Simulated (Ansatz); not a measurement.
The cluster Cu2H3⁻. Total charge -1; triplet. Geometry PBE-D4/def2-TZVP, that of the neutral doublet; atoms count from 1.

```xyz
5

Cu   -1.0347    0.4199    0.4416
Cu    0.8416   -0.3060   -0.8001
H    -1.3397    0.4353    1.9160
H     2.1574   -0.9177   -0.3982
H    -0.6246    0.3685   -1.1593
```

The highest occupied level of the charge -1 triplet lies above zero (up to 1.47 eV). By energy differences it is unbound by 0.13 eV (vertical, to the charge 0 doublet, at PBE0-D4/def2-TZVPD) and held by the finite basis. At PBE0-D4/def2-TZVPD a singlet of charge -1 lies 3.18 eV below the triplet at the same geometry. The structure comes from a short search, and lower isomers may exist.

Q: Estimate the Mulliken populations from the PBE0/def2-TZVPD orbitals of Ansatz.

A: 
```tsv
atom	charge (e)	spin (α − β)	d electrons
Cu1	-0.97	0.93	9.65
Cu2	-0.97	0.93	9.65
H3	0.22	0.08	–
H4	0.22	0.08	–
H5	0.50	-0.03	–
```
Mulliken values and Mayer orders depend strongly on the basis. With diffuse functions, as here, like atoms can get unlike values, and bond orders can come out too low or too high.

Q: Where does the spin sit?

A: Summed by element: Cu 1.87, H 0.13, of 2 unpaired in all. Largest on single atoms: Cu1 0.93, Cu2 0.93, H3 0.08.

Q: And the Mayer bond orders between bonded heavy atoms (over 0.3)?

A: Cu1–Cu2 1.45 (2.36 Å).
